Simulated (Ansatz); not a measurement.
System: VO2, net charge 0, doublet state. The spin state was set by rule; other spins were not relaxed. SMILES: [O]=[V]=[O]
Coordinates optimised at B3LYP-D3(BJ)/def2-TZVP (Ansatz, an electronic-structure program):
```
V
O 1 1.6098
O 1 1.6098 2 115.86
```
Charge 0, spin multiplicity 2.

Property: vertical ionisation energy (to the singlet state of charge +1; each state is the SCF solution reached for its spin; the UHF <S^2> is 1.53 for the doublet (pure: 0.75); for the singlet the Hartree-Fock reference is unstable and T1 is 0.060; for the doublet T1 is 0.117), in eV. Cores are frozen in the correlated levels unless marked. Open shells are spin-unrestricted. Spin-orbit coupling is left out. Frozen are the shells of the preceding noble gas and the d and f shells that filled before the atom's block. Non-relativistic.  The program attaches cautions to a run behind HF/def2-TZVPPD: large difference. The program attaches cautions to a run behind HF/def2-QZVPPD: large difference. The program attaches cautions to a run behind CCSD(T)/def2-TZVPPD: large difference.

```tsv
level	program	vertical ionisation energy (eV)
HF/def2-TZVPPD	Ansatz	11.00
HF/def2-QZVPPD	Ansatz	11.14
SVWN5/def2-TZVPD	Ansatz	8.79
B3LYP/def2-TZVPD	Ansatz	9.19
CAM-B3LYP/def2-TZVPD	Ansatz	9.42
wB97M-V/def2-TZVPD	Ansatz	9.21
B2PLYP/def2-TZVPD	Ansatz	7.79
RI-MP2/def2-TZVPPD	Ansatz	1.90
CCSD(T)/def2-TZVPPD	Ansatz	8.29
```
